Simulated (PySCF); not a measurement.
## UHF on Se³⁺ (selenium, charge +3)

Configuration: [Ar] 3d10 4s2 4p1, 2P determinant. Calculation: PySCF 2.14, in cc-pVDZ-PP with ECP10MDF; a scalar-relativistic core potential.

- Total energy: -369.628416 hartree
- One-electron energy: -625.0274 hartree
- Hartree (Coulomb) energy: 282.1849 hartree
- Exchange energy: -26.7859 hartree
- ⟨S²⟩: 0.7569
- ⟨L²⟩: 2.021
- Sum of ⟨r⟩: 16.13 bohr
- Sum of ⟨r²⟩: 18.30 bohr²
- Traceless quadrupole moment −½Σ⟨3z² − r²⟩ along its main axis: -1.67 e·bohr²
- Time after the integrals: 0.1 s of wall time on 1 thread of Intel(R) Xeon(R) Platinum 8559C (shared host)

```
shell  electrons  mean orbital energy (hartree)  spread (hartree)  rms radius, mean of both spins (bohr)
 3s α          1                      -10.26321                 0                                  0.614
 3s β          1                      -10.25203                 0                                  0.614
 3p α          3                       -8.13917           0.00054                                  0.637
 3p β          3                       -8.12650           0.03084                                  0.637
 3d α          5                       -3.94390           0.01524                                  0.685
 3d β          5                       -3.93536           0.03007                                  0.685
 4s α          1                       -2.04264                 0                                   1.77
 4s β          1                       -1.92706                 0                                   1.77
 4p α          1                       -1.55113                 0                                   2.03
```

Energies and moments cover only the electrons outside the core potential.
